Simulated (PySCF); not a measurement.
**Working out the excitation energy of F²⁺**

F²⁺ [He] 2s2 2p3 (4S) → F²⁺ [He] 2s1 2p4 (4P). All numbers are calculated (PySCF 2.14, the spin-free X2C one-electron Hamiltonian (Gaussian nucleus), in x2c-TZVPPall with one added diffuse shell each of s, p, d type (6s4p3d1f, 40 functions)). Frozen: nothing. Energies in hartree (1 hartree = 27.21139 eV):

```json
{"part": "UHF", "F²⁺ (lower)": "-97.696831", "F²⁺ (upper)": "-97.001266"}
{"part": "MP2 opposite-spin", "F²⁺ (lower)": "-0.085973", "F²⁺ (upper)": "-0.084462"}
{"part": "MP2 same-spin", "F²⁺ (lower)": "-0.029533", "F²⁺ (upper)": "-0.030231"}
```

Task: What does Hartree-Fock give?

Result: (-97.001266) − (-97.696831) = 0.695565 hartree = 18.927 eV.

Task: What do MP2 and SCS-MP2 (6/5 opposite-spin, 1/3 same-spin) give?

Result: The opposite-spin parts differ by 0.041 eV and the same-spin parts by -0.019 eV. MP2: 18.927 + (0.041) + (-0.019) = 18.949 eV. SCS-MP2: 18.927 + 1.2 × (0.041) + (-0.019)/3 = 18.970 eV.
